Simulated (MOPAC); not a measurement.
MOPAC input (PM3):

```
PM3 PRECISE GNORM=0.05 LET XYZ GEO-OK AUX(PRECISION=9) THREADS=1
FGa

Ga   -0.00000000 1   -0.00000000 1   -0.40510264 1
F     0.00000000 1    0.00000000 1    1.39535353 1
```

From the last part of the output:

```
                                                       MOPAC v23.2.5 Linux

          FINAL HEAT OF FORMATION =        -46.16929 KCAL/MOL =    -193.17233 KJ/MOL

          COSMO AREA              =         71.79 SQUARE ANGSTROMS
          COSMO VOLUME            =         54.51 CUBIC ANGSTROMS

          GRADIENT NORM           =          0.00249          =       0.00176 PER ATOM
          IONIZATION POTENTIAL    =         10.704400 EV
          HOMO LUMO ENERGIES (EV) =        -10.704 -0.770
          NO. OF FILLED LEVELS    =          5
          MOLECULAR WEIGHT        =         88.7334         POINT GROUP:  C*v

          MOLECULAR DIMENSIONS (Angstroms)

            Atom       Atom       Distance
            F     2   Ga     1     1.78325
            F     2   Ga     1     0.00000
           Ga     1    F     2     0.00000

          SCF CALCULATIONS        =          7

   ATOM   CHEMICAL          X               Y               Z
  NUMBER   SYMBOL      (ANGSTROMS)     (ANGSTROMS)     (ANGSTROMS)

     1      Ga          0.00000000  *   0.00000000  *  -0.39650057  *
     2       F          0.00000000  *   0.00000000  *   1.38675146  *

                             CARTESIAN COORDINATES

   1   Ga        0.000000000     0.000000000    -0.396500569
   2    F        0.000000000     0.000000000     1.386751459

           Empirical Formula: Ga F  =     2 atoms

      MOLECULAR POINT GROUP   :   C*v

                  EIGENVALUES
 -18.70709 -14.06396 -12.68012 -12.68012 -10.70440  -0.77026  -0.77026   0.55484

              NET ATOMIC CHARGES AND DIPOLE CONTRIBUTIONS

  ATOM NO.   TYPE          CHARGE      No. of ELECS.   s-Pop       p-Pop
    1         Ga           0.594479        2.4055     1.96217     0.44335
    2          F          -0.594479        7.5945     1.73411     5.86037
 DIPOLE           X         Y         Z       TOTAL
 POINT-CHG.     0.000    -0.000    -5.092     5.092
 HYBRID         0.000     0.000     1.245     1.245
 SUM            0.000     0.000    -3.846     3.846

          ATOMIC ORBITAL ELECTRON POPULATIONS

     Atom    s        px        py        pz
    1 Ga   1.96217   0.06968   0.06968   0.30399
    2  F   1.73411   1.93032   1.93032   1.99973

 **********************
 *                    *
 * JOB ENDED NORMALLY *
 *                    *
 **********************

 == MOPAC DONE ==
```
